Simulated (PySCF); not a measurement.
# Identify the compound

The spectra below were simulated for a compound C₃H₁₀OSi₄.

¹H NMR (400 MHz, computed): δ 12.95 (s, 1H), 7.07 (m, 1H), 6.90 (m, 1H), 6.34 (m, 1H), 4.27 (m, 2H), 4.25 (m, 1H), 4.24 (m, 1H), 4.21 (m, 2H).

¹³C{¹H} NMR (computed): δ 258.3, 149.6, 139.8.

No relativistic terms, a single conformation, rapidly exchanging positions averaged, in vacuum. GIAO PBE0/pcSseg-1 shieldings; structure optimised with GFN2-xTB; PySCF 2.14.0 with density-fitted response routines.

δ = σ(ref) − σ, references computed at the same level: TMS for ¹H (σ = 31.72 ppm), ¹³C (σ = 186.93 ppm).

Question: Deduce the structure.

Answer: 
1. Rings plus π bonds: 3 (1 ring in the answer).
2. 3 carbon signals for 3 carbons: no two carbons are equivalent.
3. Carbon types of the structure: 2 × CH, 1 × CH2, leaving 6 H on heteroatoms.
4. δC 258.3: carbonyl carbon.
5. δC 149.6: terminal =CH2 carbon; as expected for a trigonal carbon in a double bond.
6. δC 139.8: alkene CH; the olefinic region.
7. δH 12.95: hydrogen on a carbonyl carbon.
8. δH 7.07: hydrogen on an alkene CH; attached to an sp2 carbon and in the plane of the double bond.
9. δH 6.90, 6.34: hydrogen on a terminal =CH2 carbon; olefinic region.
10. δH 4.27, 4.25, 4.24, 4.21: hydrogen on a silicon bonded to 2 Si, in a 4-membered ring.

The compound is SMILES C(=C)[Si]1(C=O)[SiH2][SiH2][SiH2]1.

The shifts were computed for this structure.

Shifts are as computed. Against solution values, carbons near 30 ppm lie about +3 ppm off and those near 130 ppm about +5 ppm. Of 1211 compounds with measured shifts, 218 miss one by over three times the rms of a fit or turn the order of signals round; such compounds aren't used in these exercises. No couplings were computed; multiplicities are counted from neighbouring protons, with m where these are inequivalent, close in shift, in a saturated or five-membered ring or joined by F or P, and br s for small geminal =CH2 splittings.
